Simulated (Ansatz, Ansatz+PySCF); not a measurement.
```xyz
2

V     0.0000    0.0000    0.0000
H     0.0000    0.0000    1.7300
```

Basis set: def2-SVP (spherical functions). Left uncorrelated: 5 orbitals. Correlation on ROHF uses semicanonical orbitals with singles. Charge 0, multiplicity 5.

Computed with Ansatz (development build ahead of 0.2.0); each method stands on the lowest determinant of its kind that the runs found. Restricted functionals stand beside restricted open-shell atoms, which can lie above the unrestricted atoms usual in DFT and then raise those values.

Q: Give the atomization energy at this shape (free ground-state atoms in the same class of orbitals less the molecule, no zero-point energy) of quintet VH by ωB97X (unrestricted), r²SCAN (unrestricted), r²SCAN (restricted open-shell), PBE0 (unrestricted), PBE0 (restricted open-shell), PBE (unrestricted), PBE (restricted open-shell), ROHF-MP2, UHF.

A:

```
                        method  atomization energy
          ωB97X (unrestricted)             2.39 eV
         r²SCAN (unrestricted)             3.09 eV
r²SCAN (restricted open-shell)             3.13 eV
           PBE0 (unrestricted)             2.83 eV
  PBE0 (restricted open-shell)             2.80 eV
            PBE (unrestricted)             3.03 eV
   PBE (restricted open-shell)             3.11 eV
                      ROHF-MP2             1.95 eV
                           UHF             1.67 eV
```

Caution for r²SCAN (unrestricted), PBE (unrestricted): a free atom is spin contaminated.
